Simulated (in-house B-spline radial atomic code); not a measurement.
RPA and G0W0 on Hartree-Fock: Eu²⁺

Configuration [Xe] 4f7, highest spin, mean-field start Hartree-Fock. Computed with an all-electron radial atomic-structure program (B-spline basis): all electrons, scalar-relativistic (spin-free one-electron X2C), finite nucleus, each spin shell either full or empty, empty states to l = 9 with an (l + 1/2)⁻⁴ tail; G0W0 by contour deformation at full frequency.

Without the two-electron picture change, the correlation of inner shells comes somewhat too large for so heavy an element.

Command:
```bash
python run_gw.py task.json out
```
Settings (radii: box in bohr, nucleus in fm):
```
Z                        63
electrons                61
configuration            [Xe] 4f7
hamiltonian              x2c
method                   hf
lmax                     9
rms_radius               5.1115
spin_polarised           True
box_radius               17.55
intervals                69
```

Run time, properties included: 12 s on 1 thread of Arm Neoverse N1 (shared host).

Energies (hartree):

```tsv
term	value
mean-field total	-10839.12459
Hartree-Fock functional on these orbitals	-10839.12459
direct second order	-5.474
second-order exchange	1.4648
SOSEX correction	1.3737
```

What is the RPA correlation energy, and what remains with SOSEX?

RPA gives -4.8366 hartree (-2.16 eV per electron); RPA + SOSEX gives -3.4628, and the second-order doubles (MP2) -4.0091 hartree. RPA lacks exchange-type terms and so overcorrelates at short range.

Quasi-particle levels (eV):

| level | occupied | mean field | Σx - vxc | Σc | QP weight | G0W0 |
| --- | --- | --- | --- | --- | --- | --- |
| 4f up | yes | -27.709 | 0.00 | ? | ? | ? |
| 5p down | yes | -40.83 | 0.00 | -0.99 | 0.960 | -41.82 |
| 5p up | yes | -44.28 | 0.00 | -0.36 | 0.950 | -44.64 |
| 6s up | no | -10.420 | 0.00 | -0.66 | 0.990 | -11.081 |

G0W0 = mean field + (Σx - vxc) + Σc, with Σc (partial-wave tail included) taken at the quasi-particle energy. Only the outer levels were computed. Levels of low weight are left out.

Where does G0W0 put 4f up?

At -25.711 eV, with Σc = 2.00 eV and a quasi-particle weight of 0.934. The tabulated removal energy is 24.84 ± 0.03 eV (NIST, semi-empirical); the calculation leaves out spin-orbit coupling, Breit and QED terms, and what these don't explain is the method's own error.
